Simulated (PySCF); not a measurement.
Core-level binding energies of `BC1C=C1`

C₃H₅B.
Atom-mapped SMILES: `[BH2:1][CH:2]1[CH:3]=[CH:4]1`

The calculation used delta-SCF UKS SCAN, pcX-2 on the ionised atom, pcseg-1 elsewhere, spin-free X2C (PySCF). These are vertical core ionisation energies against the vacuum level, from separate self-consistent calculations with and without the core hole.

Problem. What binding energy does each computed site have?

Solution. 
```tsv
atom(s)	environment	level	binding energy (eV)	above the level's lowest (eV)	count
B1	three-coordinate boron	B 1s	195.48	0.00	1
C2	sp3 carbon bound to boron	C 1s	290.67	0.00	1
C3/C4	alkene CH carbon	C 1s	291.14	+0.47	2
```

Lowest listed C 1s: C2, bonded to 2 C, H and B. Highest, 0.47 eV above it: C3/C4, bonded to C (double bond), C and H. Summing the Pauling electronegativity differences to the bonded atoms, each weighted by its formal bond order, gives -0.86 for the lowest site and -0.35 for the highest.

Problem. Which photon energy gives electrons from C 1s of C3/C4 a kinetic energy of 150 eV, and what is their de Broglie wavelength?

Solution. hν = 291.14 + 150 = 441.14 eV, recoil neglected; λ = 12.264 Å/√(E/eV) = 1.00 Å.

Problem. Which effective nuclear charge Zeff reproduces each element's mean 1s value in the hydrogen-like formula E = 13.606 eV × Zeff²?

Solution. B (Z = 5): mean 195.5 eV, Zeff = 3.79, Z − Zeff = 1.21; C (Z = 6): mean 291.0 eV, Zeff = 4.62, Z − Zeff = 1.38. Means run over the listed sites, weighted by atom count.

The first atom of each set that the bonding makes equivalent was ionised and stands for the set. Spin contamination (⟨S²⟩ against 0.75 for a pure doublet) is marked for B 1s of B1 (0.87), which makes this value less certain. One conformer (not necessarily the lowest) at the PBE0-D3(BJ)/def2-SVP geometry, without solvent, vibrations or thermal averaging.

The run took 11 s of wall time on x86-64 server, one thread, no GPU, on a shared host.
